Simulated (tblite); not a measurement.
Compound: C₇H₉NS.
Numbering: `[cH:1]1[n:2][s:3][cH:4][c:5]1[CH:6]1[CH2:7][CH2:8][CH2:9]1` (hydrogens: H10 on C1; H11 on C4; H12 on C6; H13, H14 on C7; H15, H16 on C8; H17, H18 on C9)

Computed with GFN2-xTB (tblite), gas phase: L-BFGS steps from a force-field or distance-geometry start until the largest atomic force falls under 0.01 eV/Å.

At the end of the run (lengths in Å): C5–C6 1.486, N2–S3 1.632, C1–C5 1.417, C6–H12 1.091, C8–H15 1.088, C4–H11 1.071, C1–N2 1.304, C5–C6–C7 116.4°, C6–C7–C8 89.9°, C4–C5–C6 126.1°, C7–C8–C9 89.8°, C4–C5–C6–C7 -128°, C5–C6–C7–C8 -128°, C6–C7–C8–C9 8°, H12–C6–C9–C8 -105°, H12–C6–C7–C8 105°.

Question: These geometries were met on the way; a selection of coordinates is given. Order them by energy above the end point, lowest first.
A. C5–C6 1.485, N2–S3 1.633, C1–C5 1.419, C6–H12 1.091, C8–H15 1.089, C4–H11 1.070, C1–N2 1.305, C5–C6–C7 118.0°, C6–C7–C8 88.9°, C4–C5–C6 124.0°, C7–C8–C9 89.3°, C4–C5–C6–C7 -128°, C5–C6–C7–C8 -137°, C6–C7–C8–C9 15°, H12–C6–C9–C8 -97°, H12–C6–C7–C8 97°
B. C5–C6 1.484, N2–S3 1.624, C1–C5 1.417, C6–H12 1.099, C8–H15 1.089, C4–H11 1.073, C1–N2 1.302, C5–C6–C7 119.3°, C6–C7–C8 88.4°, C4–C5–C6 126.1°, C7–C8–C9 88.3°, C4–C5–C6–C7 -128°, C5–C6–C7–C8 -143°, C6–C7–C8–C9 21°, H12–C6–C9–C8 -88°, H12–C6–C7–C8 88°
C. C5–C6 1.482, N2–S3 1.635, C1–C5 1.415, C6–H12 1.091, C8–H15 1.089, C4–H11 1.071, C1–N2 1.304, C5–C6–C7 118.7°, C6–C7–C8 88.3°, C4–C5–C6 124.9°, C7–C8–C9 88.5°, C4–C5–C6–C7 -128°, C5–C6–C7–C8 -142°, C6–C7–C8–C9 20°, H12–C6–C9–C8 -92°, H12–C6–C7–C8 92°
D. C5–C6 1.507, N2–S3 1.645, C1–C5 1.442, C6–H12 1.116, C8–H15 1.103, C4–H11 1.087, C1–N2 1.302, C5–C6–C7 117.8°, C6–C7–C8 87.9°, C4–C5–C6 125.4°, C7–C8–C9 87.8°, C4–C5–C6–C7 -130°, C5–C6–C7–C8 -143°, C6–C7–C8–C9 23°, H12–C6–C9–C8 -87°, H12–C6–C7–C8 87°
E. C5–C6 1.555, N2–S3 1.660, C1–C5 1.429, C6–H12 1.098, C8–H15 1.105, C4–H11 1.074, C1–N2 1.319, C5–C6–C7 115.7°, C6–C7–C8 87.1°, C4–C5–C6 123.5°, C7–C8–C9 87.3°, C4–C5–C6–C7 -131°, C5–C6–C7–C8 -143°, C6–C7–C8–C9 25°, H12–C6–C9–C8 -87°, H12–C6–C7–C8 87°

Answer: A (0.015 eV), C (0.029 eV), B (0.049 eV), D (0.127 eV), E (0.261 eV).

```csv
step,E above end (eV),"rms distance from the end, all atoms (Å)",largest force (eV/Å),rms shift of all bonds from the end (Å)
25,0.015,0.170,0.121,0.002
15,0.029,0.247,0.086,0.002
3,0.049,0.274,0.399,0.004
1,0.127,0.277,0.825,0.013
0,0.261,0.279,2.407,0.019
```

Rows stand in the order of the answer.
